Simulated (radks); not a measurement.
Initial-state core-level shifts of the silver ion Ag2+ when its valence configuration changes from [Kr] 4d9. Method: scalar-relativistic Kohn-Sham, LDA (Slater exchange, Perdew-Wang correlation), spin-polarised, spherical densities, finite nucleus; open shells are filled with parallel spins first (spin-orbit coupling, left out, can overturn this in heavy ions); Fermi nuclear charge, rms radius 4.5454 fm; computed with a radial shooting solver on a logarithmic mesh with Libxc functionals. Shifts are changes of the shell-averaged eigenvalues in eV (positive: less bound); the change of the density at the nucleus, which sets a Mossbauer isomer shift, is in e/bohr^3, on a base of 1.487e+05.

valence               1s       2p       3s       4p  density at nucleus
4d8 5p1           -6.739   -7.017   -6.897   -6.060               +4.18
4d8 5s1           -5.385   -5.692   -5.545   -4.717              +37.82
4d7 5p2          -13.662  -14.282  -13.981  -12.069               +9.33
4d7 5s1 5p1      -12.378  -13.021  -12.693  -10.808              +46.74
4d7 5s0.5 5p1.5  -13.025  -13.656  -13.341  -11.443              +28.19
4d6 5s2 5p1      -18.583  -19.620  -19.015  -15.875              +94.70
4d6 5s1 5p2      -19.578  -20.621  -20.045  -16.846              +57.02
4d7 5s2          -11.226  -11.877  -11.522   -9.677              +81.01
4d6.5 5s1 5p1.5  -15.952  -16.787  -16.343  -13.835              +51.74
